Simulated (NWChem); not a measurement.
Species: diarsenic (As₂); SMILES [As]#[As]

```xyz
2

As     0.0000     0.0000     1.0593
As     0.0000     0.0000    -1.0593
```
Atoms are numbered in this order, from 1.

All runs use the structure optimised with B3LYP/6-31G* (spherical d).

Task: Give the principal values of the shielding tensors (ppm) of As1 from KT2/pcSseg-1, GIAO (NWChem), with their diamagnetic and paramagnetic parts as GIAO splits them.

Result: 
```tsv
atom	σ11	σ22	σ33	isotropic	diamagnetic	paramagnetic
As1	-1902.7	-1902.7	2890.1	-305.1	2883.0	-3188.1
```
